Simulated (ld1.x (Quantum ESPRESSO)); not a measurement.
# Pseudopotential generation for fluorine: PAW, PBE, scalar-relativistic.

```
Element                 : F (Z = 9)
Generator               : ld1.x (Quantum ESPRESSO) 7.5
Type                    : PAW
Functional              : PBE
Relativity              : scalar-relativistic
Frozen core             : [He]
Valence charge          : 7
Reference configuration : 2s2 2p3 (charge +2)
Partial waves           : 2s (bound): rcut 0.55, rcutus 0.75 bohr; 2s channel at -4.7 Ry: rcut 0.55, rcutus 0.75 bohr; 2p (bound): rcut 1.10, rcutus 1.20 bohr; 2p channel at -3.15 Ry: rcut 1.10, rcutus 1.20 bohr
Local potential         : all-electron potential smoothed inside 1.10 bohr (lloc = -2)
Core correction         : a·sin(br)/r model core, default radius (core density twice the valence density)
Augmentation charge     : PSQ, inside the norm-conserving radii
```

All-electron outer shells of the reference configuration (PBE, scalar-relativistic, ld1.x):

```json
{"shell": "2s", "level (eV)": "-67.99", "outermost node (bohr)": "0.24", "outermost maximum (bohr)": "0.73"}
{"shell": "2p", "level (eV)": "-49.00", "outermost node (bohr)": "–", "outermost maximum (bohr)": "0.66"}
```

Results:

* Cutoffs needed: 55 Ry and 110 Ry (the cutoffs (Ry, on a coarse ladder) from which the occupation-weighted sum of valence levels, in a spherical-Bessel basis at the reference potential, stays within 10 and 1 mRy of its value at 400 Ry)
* Ghost test: no extra level below or beside the all-electron valence levels (s, p, d, f tested) (spherical-Bessel basis up to 400 Ry, 20 bohr box)
* Largest excitation error: -58 meV (all-electron minus pseudo) for 2s2 2p1, out of 7 test configurations
* Lowest eigenvalue of the overlap operator: 0.57 (s channel)
* Density cutoff estimated by the generator: 596 Ry

Generation and tests took about 1.9 s on one core of a shared server CPU.
